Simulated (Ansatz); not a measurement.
Geometry optimisation, UHF/def2-SVP in Ansatz 0.2.0.

Input:

```yaml
crystal:
  periodic: [false, false, false]
  atoms:
    - { symbol: B, position_ang: [0.0, 0.0, 0.0] }
    - { symbol: Cl, position_ang: [0.0, 0.0, 2.11] }
    - { symbol: F, position_ang: [1.1431, 0.0, -0.66] }
    - { symbol: F, position_ang: [-1.1431, 0.0, -0.66] }
    - { symbol: H, position_ang: [0.0, 0.0, 3.78] }
magnetization:
  spin_polarized: true
  initial_magnetization: 1
basis:
  gaussian: { orbitals: def2-SVP }
hamiltonian:
  xc: hf
relax:
  f_tol: 0.15
  max_steps: 25
  restrain:
    - { distance: [1, 4], at: 1.37, k: 30.0 }
    - { distance: [0, 1], at: 3.06, k: 30.0 }
```

Run as:

```bash
$ ansatz run input.yaml --threads 1 --pin off --max-ram 2048MiB --backend cpu --events-out ev --progress --plain --runs-dir out
```

Where does it end, and by what steps?

It converged. The restraints hold the end off the free minimum. After 6 steps the energy has fallen by 0.879 eV (the restraints' own energy left out); Cl2 moved furthest, 0.64 Å. Parted: B1–Cl2 (2.11 → 3.07 Å).

```
step  energy less start (eV)  largest force component (eV/Å)  accepted
   0                  0.0000                           3.706       yes
   1                  0.0832                           3.382       yes
   2                 -0.3378                           3.488       yes
   3                 -0.6198                           2.632       yes
   4                 -0.8104                           1.990       yes
   5                 -0.8685                           1.850       yes
   6                 -0.8787                           1.842       yes
```

```xyz
5
Properties=species:S:1:pos:R:3
B 0.000 0.000 -0.318
Cl 0.000 0.000 2.754
F 1.124 0.000 -0.971
F -1.124 0.000 -0.971
H 0.000 0.000 4.075
```

The run took 8.7 s on 1 thread of Arm Neoverse V1, on a shared host, peak memory 0.12 GiB.
